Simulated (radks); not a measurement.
Results of a calculation; reference values are marked as such.
Species: Hg2+. Configuration: [Xe] 4f14 5d10. Level of theory: Dirac Kohn-Sham, BLYP, spin-unpolarised, spherical densities, finite nucleus; Fermi nuclear charge, rms radius 5.4648 fm (a radial shooting solver on a logarithmic mesh with Libxc functionals).

Unscreened Slater integrals over Kohn-Sham orbitals (hartree). Large and small components are both included.

integral,value
"F0(5d5/2,5d5/2)",0.61610
"F2(5d5/2,5d5/2)",0.31748
"F4(5d5/2,5d5/2)",0.20966
"F0(5d5/2,5d3/2)",0.62755
"F2(5d5/2,5d3/2)",0.32335
"G2(5d5/2,5d3/2)",0.32286
"G4(5d5/2,5d3/2)",0.21342
"F0(5d5/2,5p3/2)",0.70240
"F2(5d5/2,5p3/2)",0.34749
"G1(5d5/2,5p3/2)",0.42132
"G3(5d5/2,5p3/2)",0.26031
"F0(5d5/2,5p1/2)",0.72240
"G3(5d5/2,5p1/2)",0.23702
"F0(5d3/2,5d3/2)",0.63973
"F2(5d3/2,5d3/2)",0.33024
"F0(5d3/2,5p3/2)",0.71999
"F2(5d3/2,5p3/2)",0.36188
"G1(5d3/2,5p3/2)",0.44634
"G3(5d3/2,5p3/2)",0.27590
"F0(5d3/2,5p1/2)",0.74190
"G1(5d3/2,5p1/2)",0.41218
"F0(5p3/2,5p3/2)",0.84214
"F2(5p3/2,5p3/2)",0.45306
"F0(5p3/2,5p1/2)",0.88000
"G2(5p3/2,5p1/2)",0.45989
"F0(5p1/2,5p1/2)",0.92549
